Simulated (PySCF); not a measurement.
Level of theory: ωB97X-D3(BJ)/def2-TZVP // PBE0-D3(BJ)/def2-TZVP run with PySCF. Isolated molecules, 0 K electronic values unless said otherwise. One relaxed conformer stands for a flexible species; it need not be the lowest. Delta-SCF ions had no search for a lower state. Excitations are Tamm–Dancoff values on a coarser integration grid. The basis has no diffuse functions, so Rydberg states are missing or too high.

Reference species (SMILES): `C=[SiH2]` (neutral, multiplicity 1).

| Item | Result |
|---|---|
| brightest of the four lowest singlets (TDA) | 5.60 eV |
| vertical ionisation energy (Delta-SCF) | 8.79 eV |
| T1 excitation (TDA) | 2.84 eV |

Changed species: `C=[SiH][AlH2]` (X = AlH2; the reference has X = H).

Q: What does the change do to the brightest of the four lowest singlets (TDA), vertical ionisation energy (Delta-SCF) and T1 excitation (TDA)?

A: the brightest of the four lowest singlets (TDA) falls by 1.22 eV, to 4.38 eV; the vertical ionisation energy (Delta-SCF) falls by 0.28 eV, to 8.51 eV; the T1 excitation (TDA) decreases by 0.75 eV, to 2.09 eV.
